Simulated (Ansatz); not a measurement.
B(H2O)F3 (BOF₃H₂), relaxed as a singlet with RKS r2SCAN-D4/def2-SVP in Ansatz, starting from the GFN2-xTB geometry. Force threshold 0.02 eV/Å.

Start:

```xyz
7

B    -0.7383   -0.0217   -0.0931
O     0.9814   -0.2529    0.3531
H     1.2560    0.5928    0.7331
H     1.4417   -0.4022   -0.4842
F    -1.0853   -1.2332   -0.5101
F    -0.5997    0.9077   -1.0520
F    -1.2558    0.4095    1.0533
```

```csv
step,energy (eV),largest force component (eV/Å),SCF passes
1,-10898.5203,0.787,22
2,-10898.5497,0.241,26
3,-10898.5563,0.109,27
4,-10898.5570,0.037,27
5,-10898.5584,0.062,26
6,-10898.5589,0.023,27
7,-10898.5595,0.181,25
8,-10898.5643,0.065,27
9,-10898.5654,0.071,26
10 (rejected),-10898.5259,1.417,32
11,-10898.5671,0.165,26
12,-10898.5704,0.008,27
13 (rejected),-10898.5655,0.522,26
14,-10898.5709,0.052,26
15,-10898.5711,0.132,26
16,-10898.5713,0.123,26
17,-10898.5719,0.003,27
```

Force components are those of the run's own axes.

End:

Cartesian coordinates in Å:
```
B -0.7343 -0.0406 -0.1456
O 0.9944 -0.3197 0.1920
H 1.1756 0.1457 1.0245
H 1.4795 0.1618 -0.4974
F -1.2140 -1.2797 -0.3107
F -0.6227 0.7268 -1.2569
F -1.0786 0.6059 0.9941
```

By distances, no bond broke or formed. The bond that changes most is B1–F7, from 1.33 to 1.35 Å (atoms count from 1).

The force fell under the threshold at step 12, but the optimiser went on. No frequencies were taken in this run, so the end may be a saddle point.

Hardware: 4 threads of Arm Neoverse V2 on a shared host. Wall time 16 s.
